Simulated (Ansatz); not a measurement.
Two structures, one formula

The two ends of one reaction step of SiNH₃Cl₂O, singlet (PBE0-D4/def2-TZVP).

A:

```
8
angstrom
Si -0.9787 0.0351 0.0625
N 0.9137 -0.2145 -0.1718
O -1.6354 -1.1372 -0.6418
H 1.0984 -0.2511 -1.1718
Cl -1.0813 1.9568 -0.6651
Cl -0.9661 0.2244 2.1111
H 1.1571 -1.1194 0.2250
H 1.4925 0.5059 0.2519
```

B:

```xyz
8
angstrom
Si -0.4668 0.1710 0.0881
N 1.2166 0.0210 0.1766
O -1.0687 -0.6515 -1.1769
H -0.8064 -1.5725 -1.2431
Cl -1.1644 2.0665 -0.1899
Cl -1.1803 -0.5110 1.8767
H 1.6814 0.1450 1.0614
H 1.7888 0.3315 -0.5930
```

Computed with Ansatz 0.2.0 (basis: def2-TZVPP); correlated methods freeze the cores. B3LYP uses VWN-RPA correlation.

**Question.** Which structure is lower at CCSD(T), and by how much? (An estimate is asked for; the value comes from the calculation.)

**Answer.** The calculation gives: B, by 26.42 kcal/mol (electronic energy, against the other). By their contacts, A is SiNH₃Cl₂O ([NH3][Si]([O])([Cl])[Cl]) and B is SiNH₃Cl₂O ([NH2][Si]([OH])([Cl])[Cl]).

All methods give the same order:

```json
{"method": "SPW92", "E(B) − E(A) (kcal/mol)": "-24.57"}
{"method": "PBE-D4", "E(B) − E(A) (kcal/mol)": "-22.70"}
{"method": "BLYP-D4", "E(B) − E(A) (kcal/mol)": "-22.41"}
{"method": "r2SCAN-D4", "E(B) − E(A) (kcal/mol)": "-25.41"}
{"method": "B97M-V", "E(B) − E(A) (kcal/mol)": "-26.12"}
{"method": "PBE0-D4", "E(B) − E(A) (kcal/mol)": "-26.47"}
{"method": "B3LYP-D4", "E(B) − E(A) (kcal/mol)": "-25.70"}
{"method": "r2SCAN0-D4", "E(B) − E(A) (kcal/mol)": "-28.08"}
{"method": "BHLYP-D4", "E(B) − E(A) (kcal/mol)": "-29.56"}
{"method": "CAM-B3LYP-D4", "E(B) − E(A) (kcal/mol)": "-27.55"}
{"method": "wB97X-V", "E(B) − E(A) (kcal/mol)": "-27.37"}
{"method": "wB97M-V", "E(B) − E(A) (kcal/mol)": "-27.19"}
{"method": "B2PLYP", "E(B) − E(A) (kcal/mol)": "-25.59"}
{"method": "PBE-QIDH", "E(B) − E(A) (kcal/mol)": "-27.54"}
{"method": "RPA on PBE", "E(B) − E(A) (kcal/mol)": "-25.21"}
{"method": "HF", "E(B) − E(A) (kcal/mol)": "-33.30"}
{"method": "MP2", "E(B) − E(A) (kcal/mol)": "-25.47"}
{"method": "CCSD", "E(B) − E(A) (kcal/mol)": "-27.91"}
{"method": "CCSD(T)", "E(B) − E(A) (kcal/mol)": "-26.42"}
```

T1 diagnostic: at most 0.013.

Labels in which every atom is bracketed show which atoms are joined, not bond orders.

For scale, one of the runs: CCSD(T)/def2-TZVPP, 230 basis functions, launched by `ansatz run in.yaml --threads 4 --pin off --events-out ev --progress --plain --max-ram 9574MiB`. The run took 79 s on 4 CPU threads of a Oxide Virtual Turin-like (shared host), with 3.7 GiB of host memory at its peak.
